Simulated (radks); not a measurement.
Task: Species: Ne V. Configuration: [He] 2s1.5 2p2 3p0.5 (fractional occupations, a model configuration). All-electron calculation, non-relativistic Kohn-Sham, r2SCAN, spin-unpolarised, spherical densities, point nucleus; meta-GGA in the generalised Kohn-Sham scheme. Program: a radial shooting solver on a logarithmic mesh with Libxc functionals. Some entries of the table are withheld. Estimate them.

orbital,occ.,eigenvalue (eV),<r> (bohr),<r^2> (bohr^2)
1s,2,-970.1565,0.1575,0.03342
2s,1.5,-139.3318,0.7530,0.6677
2p,2,-116.4917,0.6958,0.5940
3s,0,-43.4665,(1),4.980
3p,0.5,-37.9176,2.169,5.380
3d,0,(2),2.085,5.033

Result: 
(1) 3s <r> (bohr): 2.099
(2) 3d eigenvalue (eV): -31.4968
